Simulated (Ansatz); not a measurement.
A structure drawn as `FC(F)(F)O[SiH3]`, with this starting geometry:

Cartesian coordinates in Å:
```
F 0.9681 1.2614 -1.0012
C 0.7514 -0.0282 -1.0388
F -0.3264 -0.2197 -1.8096
F 1.8733 -0.6496 -1.6598
O 0.5930 -0.5977 0.2165
Si -0.6774 -0.0459 1.1240
H -1.9442 -0.3167 0.3798
H -0.4938 1.3816 1.3501
H -0.7440 -0.7852 2.4390
```

Charge 0, multiplicity 1.

Q: Does it keep its bonds when Ansatz relaxes it at PBE-D4/def2-SVP and then PBE0-D4/def2-TZVP?

A: Yes, every drawn bond is still there and no new one forms.

Q: Give the relaxed structure. (An estimate is asked.)

A: Computed: 
Z-matrix (Å, degrees):
```
C
F 1 1.345
F 1 1.326 2 107.9
F 1 1.338 2 106.8 3 115.7
O 1 1.328 2 112.1 3 -121.4
Si 5 1.679 1 126.7 2 -39.5
H 6 1.480 5 109.6 1 75.2
H 6 1.481 5 109.5 1 -46.4
H 6 1.476 5 103.9 1 -165.8
```
All modes are real.

Atoms count as bonded under 1.1 times the sum of their covalent radii (H–H under 0.85 Å, pairs among N, O and F under 1.55 Å), and a drawn bond as lost past 1.3 times.
